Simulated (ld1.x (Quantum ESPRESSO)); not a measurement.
An all-electron radial function and its pseudo partner (Zr)

Columns: radius, all-electron u(r) and pseudo u(r) of the 5p shell (level -3.78 eV) of zirconium in the configuration [Kr] 4d2 5s1.5 5p0; PBE, non-relativistic, TM semilocal scheme, ld1.x (Quantum ESPRESSO) 7.5.

```
r (bohr)  all-electron   pseudo
   0.175       -0.0043  -0.0017
   0.350       -0.1306  -0.0067
   0.525       -0.0277  -0.0151
   0.700        0.1139  -0.0269
   0.875        0.2022  -0.0423
   1.050        0.2254  -0.0613
   1.225        0.1974  -0.0840
   1.400        0.1369  -0.1104
   1.575        0.0597  -0.1405
   1.750       -0.0232  -0.1742
   1.925       -0.1048  -0.2110
   2.100       -0.1810  -0.2503
   2.275       -0.2497  -0.2912
   2.450       -0.3101  -0.3324
   2.625       -0.3619  -0.3723
   2.800       -0.4054  -0.4094
   2.975       -0.4409  -0.4421
   3.150       -0.4690  -0.4692
   3.325       -0.4902  -0.4902
   3.500       -0.5049  -0.5049
   3.675       -0.5139  -0.5139
   3.850       -0.5179  -0.5179
   4.025       -0.5173  -0.5173
   4.200       -0.5129  -0.5129
   4.375       -0.5053  -0.5053
   4.550       -0.4951  -0.4951
```

Task: How many radial nodes do the two functions have?

Result: The all-electron 5p function has n − l − 1 = 3 (the table is too coarse to show those close to the nucleus); the pseudo-wave has 0, since the states of the same l below it are removed with the core.

Task: At about which radius was the pseudo-wave matched?

Result: 3.50 bohr. The columns agree to 0.0005 from 3.15 bohr on; several derivatives are matched, so the curves merge somewhat inside the radius.

Task: Is the pseudo-wave norm-conserving?

Result: Yes: the TM semilocal scheme keeps the norm inside the radius equal to the all-electron one, which fixes the energy derivative of the logarithmic derivative at the level.
